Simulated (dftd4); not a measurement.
H₂O, charge +1, doublet, geometry from GFN2-xTB (a state made from the parent by changing its charge; the spin is typed, not shown lowest); dftd4 4.2.0 with D4 for hf.

Here is a job for dftd4.
```
$ dftd4 mol.xyz --func hf --charge 1 --json dftd4.json --noedisp --property

# file mol.xyz
3

O      0.00838048     0.00164066     0.09925610
H     -0.05320696     0.86638286    -0.40979171
H     -0.01383690    -0.87950812    -0.38425707
```

Output, abridged:

```
                    ____  _____ _____     ____  _  _
      -------------|  _ \|  ___|_   _|---|  _ \| || |------------
     |             | | | | |_    | | ___ | | | | || |_           |
     |             | |_| |  _|   | ||___|| |_| |__   _|          |
     |             |____/|_|     |_|     |____/   |_|            |
     |             ===================================           |
     |            E. Caldeweyher, S. Ehlert & S. Grimme          |
     |          Mulliken Center for Theoretical Chemistry        |
     |                    University of Bonn                     |
      -----------------------------------------------------------

Rational (Becke-Johnson) damping: hf-D4-ATM
---------------------
  s6         1.0000
  s8         1.6168
  s9         1.0000
  a1         0.4496
  a2         3.3574
 alp        16.0000
--------------------

Atomic data, radii in Ångström:
------------------------------------------------------
   Z          R(cov)      r4/r2   hardness         EN
------------------------------------------------------
   8 O        0.8400     1.3725     0.5869     3.4400
   1 H        0.4267     1.0622     0.4726     2.2000
------------------------------------------------------

Atomic reference systems (in atomic units):
----------------------------------------------------------------------------
   Z        #      CN     q+Z       C6(AA)   #      CN     q+Z       C6(AA)
----------------------------------------------------------------------------
   8 O      1  0.0000  8.0000      15.5711   2  0.8042  7.6453      20.8489
            3  1.6112  7.4012      24.8631   4  0.9798  8.0000      14.9880
   1 H      1  0.0000  1.0000       7.6362   2  0.8942  1.0000       3.0374
----------------------------------------------------------------------------

Atomic properties (in atomic units):
----------------------------------------------------------------------------
     #    Z              CN          q      C6(AA)        C8(AA)   alpha(0)
----------------------------------------------------------------------------
     1    8 O        1.5958    -0.0498     15.0655      304.0298     5.2484
     2    1 H        0.7979     0.5249      0.3104        3.7519     0.8755
     3    1 H        0.7979     0.5249      0.3104        3.7519     0.8755
----------------------------------------------------------------------------

Molecular properties (in atomic units):
----------------------------------------
 molecular C6                  24.7984
 molecular C8                 451.6644
----------------------------------------

Dispersion energy:      -4.9015527600810E-04 Eh

[Info] JSON dump of results written to 'dftd4.json'
```
